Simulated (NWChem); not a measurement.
Molecule: SiHSF, singlet; SMILES [Si](F)S

```xyz
4

Si     0.6600     0.6385     0.0000
F     -0.7223     1.5448     0.0000
S     -0.2645    -1.3343     0.0000
H      0.9579    -1.9403     0.0000
```
Atoms are numbered in this order, from 1.

Results from NWChem. Low-valent species are run as closed-shell singlets; no triplet was tried in these runs. The geometry was optimised at PBE-D3(BJ)/def2-SVP. Level: PBE/def2-SVP with SMD (1 M gas to 1 M solution), gas-phase geometry. Reactions with the solvent are ignored.

What does the run give for solvent water? Quantities: solvation free energy (kcal/mol); cavity-dispersion-structure term (kcal/mol); dipole in solution (D).


```yaml
solvation free energy (kcal/mol): -1.5
cavity-dispersion-structure term (kcal/mol): 1.1
dipole in solution (D): 2.20
```
